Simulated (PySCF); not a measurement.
# Radial density of Pd (palladium, neutral)

PBE0, [Kr] 4d10, closed-shell 1S. Computed with PySCF 2.14 in aug-cc-pVDZ-PP with ECP28MDF (5s5p4d2f, 54 functions), with scalar relativity through the core potential. This is the valence pseudo-density: the core potential removes the inner electrons and smooths the orbitals near the nucleus.

```csv
r (bohr),4πr²ρ (e/bohr)
0.0187,1.347e-05
0.0314,3.402e-05
0.0528,8.102e-05
0.0888,0.0003141
0.149,0.003323
0.251,0.05534
0.423,1.311
0.711,12.41
1.20,13.75
2.01,3.440
3.38,0.4817
5.69,0.02532
9.57,0.0001818
```

Energies and moments cover only the electrons outside the core potential.
